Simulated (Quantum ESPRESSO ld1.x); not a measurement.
All-electron atom: the iridium ion Ir3+ in [Xe] 4f14 5d6 (the NIST ground configuration).

All-electron calculation, Dirac Kohn-Sham, BLYP, spin-unpolarised, spherical densities, point nucleus; open shells fill j = l - 1/2 first. Program: ld1.x of Quantum ESPRESSO 7.5.

Energy parts (eV):
| part | energy |
|---|---|
| total | -485914 |
| kinetic | 553966 |
| electron-nucleus | -1217427 |
| Hartree | 187044 |
| exchange-correlation | -9497 |

Orbitals (lengths in bohr, moments of r in powers of bohr; r(90%) holds 90 % of the orbital's charge):
orbital  occ.  eigenvalue (eV)  r(90%)       <r^4>
1s1/2       2       -76060.074  0.0318   4.806e-07
2s1/2       2       -13321.169   0.114  0.00007077
2p1/2       2       -12760.985   0.100  0.00004231
2p3/2       4       -11132.684   0.111  0.00006392
3s1/2       2        -3139.164   0.279    0.002590
3p1/2       2        -2888.488   0.271    0.002270
3p3/2       4        -2531.969   0.292    0.003079
3d3/2       4        -2113.883   0.265    0.002061
3d5/2       6        -2036.848   0.271    0.002260
4s1/2       2         -693.986   0.608     0.05933
4p1/2       2         -588.281   0.620     0.06396
4p3/2       4         -503.914   0.669     0.08640
4d3/2       4         -330.790   0.706      0.1063
4d5/2       6         -315.134   0.722      0.1167
4f5/2       6          -94.930   0.862      0.2550
4f7/2       8          -91.808   0.875      0.2712
5s1/2       2         -128.851    1.40       1.664
5p1/2       2          -95.541    1.54       2.416
5p3/2       4          -81.765    1.68       3.427
5d3/2       4          -37.402    2.32       12.40
5d5/2       2          -35.966    2.39       13.96

The highest occupied level is 5d5/2 at -35.966 eV. Summed over all electrons, <r^2> = 37.38 bohr^2, which gives a Langevin (diamagnetic) susceptibility term of -29.6 x 10^-6 cm^3/mol.
